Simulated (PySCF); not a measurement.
Job file and geometry (Å, from GFN2-xTB) of an NMR shielding run on SMILES F[C@H]1C([BH3-])=CCC1, [C5H9BF]-, PySCF 2.14.0, density-fitted response routines, GIAO PBE0/pcSseg-1 NMR shielding, non-relativistic, gas phase; density fitting, a coarse starting grid and PySCF grid level 2 are the driver's defaults:

```
$ OMP_NUM_THREADS=1 python probes_run.py task.json out

{"job": {"kind": "nmr", "xc": "PBE0", "basis": "pcSseg-1"}, "charge": -1, "multiplicity": 1}
B      2.276816    -0.467231    -0.209089
C      0.675151    -0.285103    -0.133396
C     -0.288010    -0.714622    -0.944451
C     -1.679823    -0.238659    -0.596045
C     -1.404059     0.847407     0.450394
C      0.026942     0.561968     0.937763
F     -0.052407    -0.123192     2.162299
H      2.703270    -0.879933     0.852273
H      2.750453     0.643778    -0.422638
H      2.578003    -1.223509    -1.114568
H     -0.137861    -1.355692    -1.799642
H     -2.219777     0.156650    -1.465048
H     -2.285015    -1.052646    -0.175671
H     -1.434183     1.836843    -0.011445
H     -2.109538     0.831249     1.284051
H      0.592441     1.471634     1.173803
```

Q: Write the output of this run.

A: 
```
coarse grid: 13184 points
cycle   1  E = -320.0608453697  dE =  7.383e-01  |g| = 6.792e-01  |ddm| = 3.438e+00
cycle   2  E = -320.0274428908  dE =  3.340e-02  |g| = 8.409e-01  |ddm| = 2.009e+00
cycle   3  E = -320.1894645960  dE = -1.620e-01  |g| = 1.078e-01  |ddm| = 1.133e+00
cycle   4  E = -320.1917001946  dE = -2.236e-03  |g| = 4.475e-02  |ddm| = 1.202e-01
cycle   5  E = -320.1921376713  dE = -4.375e-04  |g| = 1.501e-02  |ddm| = 5.697e-02
cycle   6  E = -320.1921952754  dE = -5.760e-05  |g| = 3.604e-03  |ddm| = 1.762e-02
cycle   7  E = -320.1921978306  dE = -2.555e-06  |g| = 1.105e-03  |ddm| = 3.924e-03
final grid: 127200 points
cycle   8  E = -320.2422156794  dE = -4.080e-05  |g| = 9.079e-03  |ddm| = 3.327e-02
cycle   9  E = -320.2422008942  dE =  1.479e-05  |g| = 1.254e-02  |ddm| = 2.175e-02
cycle  10  E = -320.2422367093  dE = -3.582e-05  |g| = 1.149e-03  |ddm| = 1.185e-02
cycle  11  E = -320.2422369474  dE = -2.381e-07  |g| = 2.841e-04  |ddm| = 1.099e-03
cycle  12  E = -320.2422369600  dE = -1.265e-08  |g| = 9.067e-05  |ddm| = 2.640e-04
cycle  13  E = -320.2422369619  dE = -1.850e-09  |g| = 3.926e-05  |ddm| = 1.344e-04
cycle  14  E = -320.2422369623  dE = -3.797e-10  |g| = 9.171e-06  |ddm| = 4.352e-05
converged SCF energy = -320.2422369623

GIAO shielding tensors (ppm)
atom      isotropic    diamagn.    paramagn.     s11        s22        s33       span
  0 B      139.694     185.497     -45.802    129.922    134.736    154.424     24.502
  1 C        6.062     248.831    -242.769   -137.584      5.331    150.439    288.023
  2 C       58.290     252.630    -194.340    -38.495     92.518    120.847    159.342
  3 C      149.627     248.556     -98.930    125.758    151.736    171.386     45.628
  4 C      148.912     248.446     -99.534    124.996    151.681    170.060     45.065
  5 C       76.644     241.999    -165.355     52.282     75.800    101.849     49.567
  6 F      360.744     475.119    -114.375    315.178    378.163    388.891     73.713
  7 H       30.470      29.401       1.069     27.973     29.905     33.533      5.560
  8 H       30.692      29.514       1.178     28.314     29.590     34.173      5.859
  9 H       30.591      29.817       0.775     27.928     30.337     33.510      5.582
 10 H       26.442      32.965      -6.523     24.244     26.815     28.269      4.026
 11 H       29.871      30.403      -0.532     25.708     27.961     35.945     10.237
 12 H       29.122      30.171      -1.048     25.624     26.885     34.857      9.233
 13 H       30.152      30.802      -0.650     25.674     28.809     35.973     10.300
 14 H       30.042      30.293      -0.251     26.504     28.606     35.015      8.511
 15 H       26.247      30.714      -4.467     23.755     26.459     28.527      4.772
```

Size and cost of the density-fitted run: 164 basis functions, 53 s wall time on 1 thread of an Intel Xeon, shared host; peak memory 0.75 GiB.
